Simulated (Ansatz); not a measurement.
CHBF2O, SMILES `O=CB(F)F`. Total charge 0; spin multiplicity 1.

```xyz
6

O    -1.292   -0.931   -0.807
C    -0.190   -0.467   -0.661
B     0.183    0.436    0.614
F    -0.700    0.694    1.541
F     1.397    0.927    0.733
H     0.602   -0.658   -1.420
```

**Question.** List the harmonic frequencies (cm⁻¹, unscaled) at PBE0-D4/def2-TZVP in Ansatz. (Estimate.)

**Answer.** The calculation gave: 66, 196, 407, 491, 573, 787, 964, 1305, 1412, 1484, 1808, 2888.

**Question.** Is this a minimum?

**Answer.** Yes, all 12 modes are real.

**Question.** Give the ideal-gas thermochemistry at 298.15 K and 1 bar (rigid rotor, harmonic oscillator; point group Cs, symmetry number 1).

**Answer.** Zero-point energy 74.1 kJ/mol; H(298) − E = 89.8 kJ/mol; entropy 307.4 J/(mol·K), of which translation 163.2, rotation 106.8, vibration 37.4; G(298) − E = -1.8 kJ/mol. Modes under 100 cm⁻¹ are hindered rotations or soft bends, so the harmonic entropy is rough.
